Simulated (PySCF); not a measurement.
## Dipole response of Te- (tellurium, charge -1)

[Kr] 4d10 5s2 5p5, 2P determinant. Computed with PySCF 2.14 in def2-QZVPPD with the def2 core potential (28 electrons) (8s7p5d4f1g, 91 functions), with a scalar-relativistic core potential. Coupled (time-dependent) response in atomic units; α is the mean over directions.

```json
{"method": "CAM-B3LYP", "mean α (bohr³)": "91.10", "α xx, yy, zz": "73.77, 99.77, 99.77", "C₆ (like pair)": "1373", "S(−4)": "2815"}
```

S(−4) is the Cauchy moment in α(ω) = α(0) + S(−4) ω² + …

Spin-orbit coupling is absent.

α(iu) at CAM-B3LYP:

```
u (hartree)  α(iu) (bohr³)
          0          91.10
     0.0500          84.82
      0.100          71.74
      0.200          48.03
      0.300          33.14
      0.500          18.26
      0.750          10.55
       1.00          6.985
       1.50          3.882
       2.00          2.566
       3.00          1.425
       5.00         0.6467
```

A single London oscillator, α(iu) = α/(1 + u²/ω²), gives C₆ = (3/4) ω α². Matching the computed C₆ needs ω = 4 × 1373 / (3 × 91.10²) = 0.221 hartree.

For an ion, C₆ is the dispersion term alone; charge-induced terms of lower order in 1/R come first.

The components differ because the open shell of this determinant is not spherical; for a pure term their mean is the scalar polarisability.

Energies and moments cover only the electrons outside the core potential.
